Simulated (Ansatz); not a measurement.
Mulliken charges of `[CH3][Cu-][NH3+]` from B3LYP/def2-TZVPP in Ansatz (PBE0-D4/def2-TZVP geometry).

```tsv
atom	x (Å)	y (Å)	z (Å)	charge (e)
C1	-0.894	1.334	-1.048	-0.475
Cu2	-0.001	0.011	-0.014	-0.071
N3	0.927	-1.364	1.060	-0.230
H4	-1.741	0.907	-1.596	0.082
H5	-0.220	1.787	-1.783	0.082
H6	-1.282	2.139	-0.415	0.082
H7	1.890	-1.477	0.759	0.177
H8	0.471	-2.267	0.976	0.177
H9	0.939	-1.115	2.044	0.177
```

Task: By hand: the dipole of these point charges (1 e Å = 4.8032 D).

Result: Σ q r = (0.530, -0.784, 0.613) e Å, of length 1.128 e Å = 5.42 D.

Task: How does the dipole of the full density compare? (Estimate.)

Result: Computed: (0.613, -0.908, 0.709) e Å, 6.27 D; the point charges give 0.86 times that, at 0° from its direction.

Point charges leave out the atoms' own dipoles, such as those of lone pairs, and Mulliken's split depends on the basis, so the close match here is no proof of good charges.

B3LYP here is the variant with VWN-RPA as its local correlation; programs differ in this.
